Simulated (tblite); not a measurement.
A tight-binding relaxation on `CC(C)/C([SiH3])=C/S[SiH2]Cl`.

Computed with GFN2-xTB geometry optimisation, gas phase (tblite 0.8.0). Start geometry: from a force field or distance geometry. A driver script takes a list of jobs; this job's settings line and coordinates (Å) are shown.

Command:
```bash
OMP_NUM_THREADS=1 python probes_run.py task.json out
```

Input:
```
{"job": {"kind": "relax", "xc": "GFN2-xTB", "basis": "xTB"}, "charge": 0, "multiplicity": 1}
C     -2.140300    -1.441000    -0.359700
C     -1.143200    -0.832400     0.573200
C     -1.723800    -0.175500     1.795100
C     -0.255100     0.079200    -0.212600
Si    -0.884200     1.647100    -0.949200
C      1.031700    -0.287200    -0.361400
S      2.136400     0.780500    -1.302300
Si     4.099600     0.492300    -0.458300
Cl     5.543500     1.652200    -1.382900
H     -2.951700    -0.733500    -0.672800
H     -1.583900    -1.867600    -1.227600
H     -2.574900    -2.355000     0.154000
H     -0.563500    -1.710800     0.998500
H     -1.023400     0.522700     2.250100
H     -2.716700     0.317100     1.590300
H     -1.923800    -0.981500     2.541600
H     -1.092900     1.490700    -2.395500
H      0.044300     2.764400    -0.777100
H     -2.174200     2.021200    -0.373500
H      1.366700    -1.213800     0.103600
H      4.439900    -0.953900    -0.529300
H      4.079100     0.804000     0.995000
```

Question: What does the run print?

Answer: 
```
step      E/eV     max force
  0    -778.87831    1.940
  1    -779.08826    1.105
  2    -779.16619    0.642
  3    -779.22237    0.599
  4    -779.27649    0.435
  5    -779.30028    0.386
  6    -779.32216    0.278
  7    -779.33458    0.267
  8    -779.34521    0.169
  9    -779.35146    0.194
... (73 lines left out)
 83    -779.43365    0.014
 84    -779.43370    0.015
 85    -779.43375    0.012
 86    -779.43379    0.013
 87    -779.43383    0.016
 88    -779.43389    0.017
 89    -779.43395    0.017
 90    -779.43400    0.012
 91    -779.43403    0.010
 92    -779.43404    0.009
```

«max force» is the largest atomic force in eV/Å.

Question: From which step on does the largest force stay under 0.1 eV/Å, and how much energy is left to gain from there?

Answer: From step 33 (0.070 eV/Å), 17.3 meV above the end.

Summary of the converged run: energy lowered by 12.8 kcal/mol over 92 steps; largest atomic force 0.009 eV/Å at the end.

Question: Estimate the wall time. Hardware: an Arm Neoverse N1 with one thread, no GPU, shared host.

Answer: About 2.2 s.
Labels such as C1 count atoms from 1, the log's own numbers from 0.
